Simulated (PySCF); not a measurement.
SMILES O[Si](S[SiH3])(C)O (CH8O2SSi2) (CAM-B3LYP/def2-SVP optimised geometry):

```
14

Si     1.495     0.794     0.000
S      0.934    -0.243    -1.798
Si    -1.219    -0.263    -1.595
C     -1.881    -1.925    -1.145
O     -1.833     0.208    -3.057
O     -1.644     0.781    -0.377
H      1.021     2.204     0.000
H      2.981     0.794     0.000
H      0.999     0.107     1.219
H     -2.981    -1.913    -1.180
H     -1.518    -2.691    -1.845
H     -1.569    -2.204    -0.129
H     -1.255     0.717    -3.635
H     -1.650     1.726    -0.564
```

Level of theory: CAM-B3LYP/def2-TZVP (PySCF).

What are the frontier orbital energies and the dipole moment?

HOMO-2 -10.65 eV, HOMO-1 -9.72 eV, HOMO -8.75 eV, LUMO 0.95 eV, LUMO+1 1.33 eV; dipole moment 1.15 D.

On the same geometry PBE/def2-TZVP in PySCF gives HOMO-2 -7.60 eV, HOMO-1 -7.05 eV, HOMO -6.23 eV, LUMO -0.81 eV, LUMO+1 -0.45 eV; dipole moment 1.07 D.

Meta-Löwdin charges at CAM-B3LYP/def2-TZVP: Si1 0.49, S2 -0.46, Si3 1.29, C4 -0.62, O5 -0.76, O6 -0.76, H7 -0.11, H8 -0.09, H9 -0.10, H10 0.14, H11 0.14, H12 0.14, H13 0.36, H14 0.35.
